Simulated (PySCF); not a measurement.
```xyz
5
charge 0 multiplicity 1, angstrom
Mo    0.0001   -0.3304   -0.3439
N     0.0003   -1.4669   -1.5268
I    -0.0006    1.9653   -1.6047
I     2.1904   -0.7697    1.0233
I    -2.1899   -0.7708    1.0236
```

All numbers come from PySCF, PBE, basis Mo def2-SVP with ECP28, N def2-SVP, I def2-SVP with ECP28 (scalar-relativistic core potentials, no spin–orbit coupling, density fitting).

This geometry of MoNI₃ is a stationary point at this level.

What is the point group?

C3v.

Is it a minimum?

Yes: all harmonic wavenumbers are real, though the softest, 48 cm⁻¹, leaves little margin.

List the harmonic modes with their infrared intensities.


| symmetry | ω (cm⁻¹) | IR (km/mol, summed over degenerate members) | type |
| --- | --- | --- | --- |
| e | 48 | 0.3 | bend |
| a1 | 79 | 0.2 | bend |
| a1 | 182 | 0.2 | mixed |
| e | 203 | 6.4 | bend |
| e | 287 | 51.2 | mixed |
| a1 | 1120 | 39.6 | stretch |

Give the atomic charges and bond orders.


```tsv
atom	Mulliken	Löwdin	polar tensor	Mayer order to Mo1
Mo1	0.02	-1.08	1.13	–
N2	-0.09	0.08	-0.32	2.90
I3,4,5	0.02	0.33	-0.27	1.34
```

What is the atomisation energy, with and without zero-point energy?

1521 kJ/mol without, 1507 kJ/mol with.

In C3v the vibrations span 3e + 3a1.

This need not be the most stable arrangement of these atoms.
